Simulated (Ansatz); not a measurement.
Program: Ansatz. Geometries: PBE0-D4/def2-TZVP. ΔE: electronic, gas phase. CBS: MP2 limit from def2 TZ/QZ plus the TZ coupled-cluster correction, frozen cores. This one scheme is used for every species. DFT in def2-TZVPP. Elements past krypton have def2 core potentials. For Sn outer-core shells are correlated without core-valence functions, which leaves a few kJ/mol of doubt a bond. One conformer a species, not always the lowest.

Consider the ligand exchange at the Sn–F bond: `[OH][Sn][F]` + NH₃ → `[NH2][Sn][OH]` + H–F.

CCSD(T)/CBS gives +16.0 kcal/mol.

(1) Another level gave +20.2 kcal/mol. Which?
A. BLYP/def2-TZVPP
B. BLYP-D4/def2-TZVPP
C. PBE-QIDH/def2-TZVPP
D. ωB97M-V/def2-TZVPP

Largest T1 diagnostic among the species: 0.018.

Results:

(1) A. BLYP 20.2, ωB97M-V 17.2, BLYP-D4 18.6, PBE-QIDH 15.4 kcal/mol.

The D4 term adds −1.3 kcal/mol with B3LYP and −0.7 kcal/mol with PBE0; it sums over pairs of atoms, weighted by their polarisabilities, and B3LYP, whose exchange is more repulsive, gets the larger term. From PBE to PBE0 (25 % exact exchange), in def2-TZVPP and without D4, ΔE moves by −1.3 kcal/mol. Leaving LDA and LC-ωPBE aside and taking each functional with its dispersion term where it has one, the values, not all of them listed here, spread over 4.8 kcal/mol, from PBE-QIDH to B97M-V. LDA lies −2.9 kcal/mol from PBE without D4.

B3LYP here is the variant with VWN-RPA as its local correlation; programs differ in this.
